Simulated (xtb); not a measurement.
C3H7O, charge +1, singlet, at a GFN2-xTB geometry, atoms displaced at random by about 0.1 Å a coordinate; GFN2-xTB in xtb.

xtb was given this input:
```
$ xtb mol.xyz --gfn 2 --chrg 1 --opt --json

# file mol.xyz
11

C      1.31365408    -0.31534876     0.44494382
C      0.04652248    -0.15096184     0.02182137
C     -1.19155419    -0.63215466     0.23868161
O      0.11474522     1.13193629    -0.84039601
H      1.13220701    -0.82019197     1.47470415
H      1.51579658    -1.15856741    -0.41084800
H      2.09507512     0.22932895     0.50070993
H     -2.03708866    -0.21897959    -0.31766310
H     -1.43319647    -0.22927642     1.36025457
H     -1.21804433    -1.56621919     0.44681117
H     -0.73031468     1.62051388    -0.84116824
```

What does xtb print? Leave out banner, timings and long lists.


```
   ID    Z sym.   atoms
    1    6 C      1-3
    2    8 O      4
    3    1 H      5-11

           -------------------------------------------------
          |                Calculation Setup                |
           -------------------------------------------------

           -------------------------------------------------
          |                 G F N 2 - x T B                 |
           -------------------------------------------------

          ...................................................
          :                      SETUP                      :
          :.................................................:
          :  # basis functions                  23          :
          :  # atomic orbitals                  23          :
          :  # shells                           15          :
          :  # electrons                        24          :
          :  max. iterations                   250          :
          :  Hamiltonian                  GFN2-xTB          :
          :  restarted?                      false          :
          :  GBSA solvation                  false          :
          :  PC potential                    false          :
          :  electronic temp.          300.0000000     K    :
          :  accuracy                    1.0000000          :
          :  -> integral cutoff          0.2500000E+02      :
          :  -> integral neglect         0.1000000E-07      :
          :  -> SCF convergence          0.1000000E-05 Eh   :
          :  -> wf. convergence          0.1000000E-03 e    :
          :  Broyden damping             0.4000000          :
          :  net charge                          1          :
          :  unpaired electrons                  0          :
          ...................................................

 iter      E             dE          RMSdq      gap      omega  full diag
   1    -13.6242580 -0.136243E+02  0.472E+00    4.99       0.0  T
   2    -13.6896638 -0.654059E-01  0.207E+00    3.05       1.0  T
   3    -13.7050368 -0.153729E-01  0.159E+00    3.91       1.0  T
   4    -13.7109302 -0.589347E-02  0.251E-01    3.46       1.0  T
   5    -13.7112090 -0.278731E-03  0.141E-01    3.61       1.0  T
   6    -13.7113140 -0.105003E-03  0.631E-02    3.58       1.0  T
   7    -13.7113487 -0.347770E-04  0.126E-02    3.55       2.4  T
   8    -13.7113495 -0.809773E-06  0.504E-03    3.55       6.0  T
   9    -13.7113497 -0.161076E-06  0.823E-04    3.55      36.6  T
  10    -13.7113497 -0.283568E-08  0.325E-04    3.55      92.8  T

   *** convergence criteria satisfied after 10 iterations ***

         :::::::::::::::::::::::::::::::::::::::::::::::::::::
         ::                     SUMMARY                     ::
         :::::::::::::::::::::::::::::::::::::::::::::::::::::
         :: total energy             -13.473943966867 Eh    ::
         :: gradient norm              0.364332534263 Eh/a0 ::
         :: HOMO-LUMO gap              3.554480015835 eV    ::
         ::.................................................::
         :: SCC energy               -13.711346915685 Eh    ::
         :: -> isotropic ES            0.126475721250 Eh    ::
         :: -> anisotropic ES         -0.012700305346 Eh    ::
         :: -> anisotropic XC          0.007648835858 Eh    ::
         :: -> dispersion             -0.003481230288 Eh    ::
         :: repulsion energy           0.237402948818 Eh    ::
         :: add. restraining           0.000000000000 Eh    ::
         :: total charge               1.000000000000 e     ::
         :::::::::::::::::::::::::::::::::::::::::::::::::::::

      -----------------------------------------------------------
     |                   =====================                   |
     |                        A N C O P T                        |
     |                   =====================                   |
     |               Approximate Normal Coordinate               |
[...]
 * total energy  :   -13.5903939 Eh     change       -0.3723188E-01 Eh
 * total energy  :   -13.5947423 Eh     change       -0.4348447E-02 Eh
 * total energy  :   -13.5963906 Eh     change       -0.1648290E-02 Eh
 * total energy  :   -13.5972039 Eh     change       -0.8133445E-03 Eh
 * total energy  :   -13.5975060 Eh     change       -0.3020641E-03 Eh
 * total energy  :   -13.5975790 Eh     change       -0.7297189E-04 Eh
 * total energy  :   -13.5975974 Eh     change       -0.1836966E-04 Eh
 * total energy  :   -13.5976080 Eh     change       -0.1069441E-04 Eh
 * total energy  :   -13.5976124 Eh     change       -0.4311514E-05 Eh
 * total energy  :   -13.5976159 Eh     change       -0.3522793E-05 Eh
 * total energy  :   -13.5976204 Eh     change       -0.4484226E-05 Eh
 * total energy  :   -13.5976232 Eh     change       -0.2874504E-05 Eh
   *** GEOMETRY OPTIMIZATION CONVERGED AFTER 14 ITERATIONS ***
         :: total energy             -13.597623239189 Eh    ::
[...]
        10        2.0000           -0.6849817             -18.6393
        11        2.0000           -0.6768356             -18.4176
        12        2.0000           -0.6659688             -18.1219 (HOMO)
        13                         -0.5089635             -13.8496 (LUMO)
        14                         -0.1610125              -4.3814
        15                         -0.0919520              -2.5021
        16                         -0.0415864              -1.1316
        17                         -0.0212829              -0.5791
        18                         -0.0160005              -0.4354
        19                         -0.0095244              -0.2592
        20                          0.0129782               0.3532
        21                          0.0248002               0.6748
        22                          0.1195347               3.2527
        23                          0.2697172               7.3394
      -------------------------------------------------------------
                  HL-Gap            0.1570053 Eh            4.2723 eV
             Fermi-level           -0.5874661 Eh          -15.9858 eV

     #   Z          covCN         q      C6AA      α(0)
     1   6 C        3.756    -0.161    23.678     6.938
     2   6 C        2.813     0.259    22.642     7.796
     3   6 C        3.754    -0.171    23.889     6.969
     4   8 O        1.661    -0.197    17.294     5.614
     5   1 H        0.925     0.143     1.441     1.877
     6   1 H        0.924     0.174     1.238     1.740
     7   1 H        0.925     0.143     1.438     1.875
     8   1 H        0.925     0.117     1.636     2.000
     9   1 H        0.924     0.167     1.281     1.770
    10   1 H        0.925     0.145     1.429     1.869
    11   1 H        0.803     0.380     0.524     1.137

 Mol. C6AA /au·bohr⁶  :        699.356597
 Mol. C8AA /au·bohr⁸  :      15301.262743
 Mol. α(0) /au        :         39.585781

Wiberg/Mayer (AO) data.
largest (>0.10) Wiberg bond orders for each atom

 ---------------------------------------------------------------------------
     #   Z sym  total        # sym  WBO       # sym  WBO       # sym  WBO
 ---------------------------------------------------------------------------
     1   6 C    3.963 --     2 C    1.121     7 H    0.950     5 H    0.937
                             6 H    0.867
     2   6 C    3.847 --     4 O    1.459     1 C    1.121     3 C    1.119
     3   6 C    3.972 --     2 C    1.119     8 H    0.958    10 H    0.935
                             9 H    0.875
     4   8 O    2.466 --     2 C    1.459    11 H    0.822
     5   1 H    0.980 --     1 C    0.937
     6   1 H    0.970 --     1 C    0.867
     7   1 H    0.979 --     1 C    0.950
     8   1 H    0.986 --     3 C    0.958
     9   1 H    0.972 --     3 C    0.875
    10   1 H    0.979 --     3 C    0.935
    11   1 H    0.856 --     4 O    0.822
 ---------------------------------------------------------------------------

Topologies differ in total number of bonds
Writing topology from bond orders to xtbtopo.mol

molecular dipole:
                 x           y           z       tot (Debye)
 q only:       -0.380      -0.105       0.154
   full:       -0.609      -0.040       0.086       1.566
molecular quadrupole (traceless):
                xx          xy          yy          xz          yz          zz
 q only:        3.178      -2.788      -0.361       1.331      -3.335      -2.817
  q+dip:        2.959      -3.671      -0.417       1.641      -3.104      -2.542
   full:        2.667      -3.747      -0.447       1.610      -2.743      -2.220

optimized geometry written to: xtbopt.xyz

           -------------------------------------------------
          | TOTAL ENERGY              -13.597623239189 Eh   |
          | GRADIENT NORM               0.000899418502 Eh/α |
          | HOMO-LUMO GAP               4.272331767231 eV   |
           -------------------------------------------------
```
